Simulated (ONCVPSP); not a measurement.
## How hard is this K ONCV potential?

ONCVPSP 4.0.1 input, shortened (lines: element, Z, core and valence counts, functional; n l f; lmax; l rc ep ncon nbas qcut; lloc lpopt rc5 dvloc0; l nproj debl; icmod fcfact rcfact), PBEsol, non-relativistic:

```
  K 19.00    3    4  -116133      upf
    1    0    2.00
    2    0    2.00
    2    1    6.00
    3    0    2.00
    3    1    6.00
    4    0    0.50
    4    1    0.50
    2
    0    2.25    0.00    4    8    7.10
    1    2.85    0.00    4    9    5.70
    2    2.35    0.07    4    7    3.50
    4    5    1.80    4.00
    0    3    3.00
    1    2    3.70
    2    1    3.10
    1    0.40    0.00
```

Problem. For each optimised wave give the share of its norm inside rc, the residual kinetic energy above qcut (Ha) and the cutoffs (Ha) for errors of 10, 1, 0.1 and 0.01 mHa per electron.

Solution.

| wave | norm inside rc | residual KE | 10 mHa | 1 mHa | 0.1 mHa | 0.01 mHa |
| --- | --- | --- | --- | --- | --- | --- |
| 3s | 0.959 | 3.7e-09 | 4.5 | 11.4 | 15.0 | 17.8 |
| 4s | 0.039 | 6.6e-09 | 2.2 | 8.1 | 13.2 | 17.2 |
| s projector 3 | 0.150 | 1.3e-07 | 10.9 | 16.2 | 19.4 | 21.8 |
| 3p | 0.973 | 1.4e-08 | 7.1 | 9.3 | 11.2 | 12.8 |
| 4p | 0.026 | 7.4e-09 | 3.5 | 6.4 | 8.8 | 10.7 |
| d projector 1 | 0.554 | 5.0e-02 | 14.5 | 29.3 | 34.8 | 51.6 |

The occupied waves need 11 Ha and 15 Ha for 1 and 0.1 mHa. The cutoffs count occupied waves only; projector 1 of the d channel, the hardest unoccupied one, needs 29 Ha at the loose tolerance.
